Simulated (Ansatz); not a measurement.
One geometry of trans-CoF2(H2O)4 (CoO4F2H8), several levels of theory.

```yaml
crystal:
  periodic: [false, false, false]
  atoms:
    - {symbol: Co, position_ang: [0.000464, -0.001695, 0.000072]}
    - {symbol: F, position_ang: [0.560895, -0.730231, 1.743159]}
    - {symbol: F, position_ang: [-0.557449, 0.727176, -1.743822]}
    - {symbol: O, position_ang: [2.169482, 0.177703, 0.118558]}
    - {symbol: H, position_ang: [2.647654, -0.501756, -0.376637]}
    - {symbol: H, position_ang: [1.927665, -0.247172, 0.992028]}
    - {symbol: O, position_ang: [-2.169532, -0.173712, -0.119132]}
    - {symbol: H, position_ang: [-1.925154, 0.248050, -0.993454]}
    - {symbol: H, position_ang: [-2.642312, 0.510851, 0.374349]}
    - {symbol: O, position_ang: [0.061031, 2.135543, 0.207079]}
    - {symbol: H, position_ang: [-0.147496, 2.051178, -0.760347]}
    - {symbol: H, position_ang: [1.010134, 2.330014, 0.240681]}
    - {symbol: O, position_ang: [-0.065729, -2.138591, -0.205987]}
    - {symbol: H, position_ang: [-1.015128, -2.331820, -0.237353]}
    - {symbol: H, position_ang: [0.145493, -2.055508, 0.760806]}
basis:
  gaussian: {orbitals: def2-TZVP, initial_orbitals: start.molden}
magnetization: {spin_polarized: true, initial_magnetization: 3}
hamiltonian: {xc: {name: B3LYP}, dispersion: d4}
scf: {omitted_lower_state_checks: [starts]}
output: {orbitals: {seedname: orbitals}}
```

The file start.molden holds the orbitals of an earlier run on this structure, at another level or in another basis.

```sh
$ ansatz run in.yaml --threads 4 --pin off --events-out ev --progress --plain --max-ram 8704MiB
```

It prints (some lines left out):

```
Functional definition: B3LYP
1788 factors; their error is unknown
mean field evaluation 1: about -51391.2296 eV, gradient 6.8e0 eV
mean field evaluation 2: about -51391.3223 eV, gradient 1.0e-1 eV
mean field evaluation 4: about -51391.4504 eV, gradient 3.3e-3 eV
mean field evaluation 8: about -51391.4504 eV, gradient 2.2e-5 eV
mean field -51391.45043726 eV, -1888.6009691931 hartree, gradient 4.3e-6 eV, S^2 3.753843; 0 other end points of the search recorded, 0 dependent functions left out
reference -51391.45070496 eV, -1888.6009790309 hartree; 44, 41 occupied and 235, 238 virtual orbitals, 1788 factors
Total energy: -51391.87710785 eV, -1888.6166490481 hartree
Checks for a lower state left out: starts
```

It took 41 s on 4 threads of Arm Neoverse V1 on a shared host, peak host memory 1.9 GiB.

The first input with `hamiltonian: {xc: {name: BLYP}, dispersion: d4}` (abridged; 10 s):

```
Functional definition: BLYP
mean field evaluation 16: about -51389.9841 eV, gradient 5.9e-6 eV
mean field -51389.98405279 eV, -1888.5470805578 hartree, gradient 5.9e-6 eV, S^2 3.753182
Total energy: -51390.56581328 eV, -1888.5684598613 hartree
Checks for a lower state left out: starts
```

As the first input, with `gaussian: {orbitals: def2-SVP, initial_orbitals: start.molden}`, `hamiltonian: {xc: pbe0, dispersion: d4}` (abridged; 14 s):

```
Functional definition: PBE0
mean field -51348.00408746 eV, -1887.0043452870 hartree, gradient 4.7e-6 eV, S^2 3.752433
Total energy: -51348.23389064 eV, -1887.0127903980 hartree
Checks for a lower state left out: starts
```

The first input with `gaussian: {orbitals: def2-SVP, initial_orbitals: start.molden}`, `hamiltonian: {xc: {text: "exchange = 0.90*pbe_x + 0.10*exact_x\ncorrelation = pbe_c"}}` (abridged; 9 s):

```
Functional definition: unnamed
mean field -51347.45863087 eV, -1886.9843001269 hartree, gradient 4.2e-6 eV, S^2 3.752022
Total energy: -51347.45869666 eV, -1886.9843025446 hartree
Checks for a lower state left out: starts
```

First input, but with `hamiltonian: {xc: hse06, dispersion: d4}` (abridged; 41 s):

```
Functional definition: HSE06
mean field -51369.12458739 eV, -1887.7805093432 hartree, gradient 6.3e-6 eV, S^2 3.753955
Total energy: -51369.33812323 eV, -1887.7883566409 hartree
Checks for a lower state left out: starts
```

The first input with `gaussian: {orbitals: 6-31G, initial_orbitals: start.molden}` (abridged; 8 s):

```
Functional definition: B3LYP
mean field evaluation 16: about -51375.9279 eV, gradient 3.4e-6 eV
mean field -51375.92794607 eV, -1888.0305281632 hartree, gradient 3.4e-6 eV, S^2 3.751584
Total energy: -51376.35468226 eV, -1888.0462104291 hartree
Checks for a lower state left out: starts
```

As the first input, with `gaussian: {orbitals: 6-31G, initial_orbitals: start.molden}`, `hamiltonian: {xc: hf}` (abridged; 2.3 s):

```
Functional definition: HF
mean field -51272.09905181 eV, -1884.2148866771 hartree, gradient 5.2e-6 eV, S^2 3.752442
Total energy: -51272.09905181 eV, -1884.2148866771 hartree
Checks for a lower state left out: starts
```

Geometry: r2SCAN-D4/def2-SVP.

The 6-31G sets use Cartesian d functions. B3LYP takes the VWN-RPA correlation. HSE06 is defined as in plane-wave codes, on full-range PBE exchange.
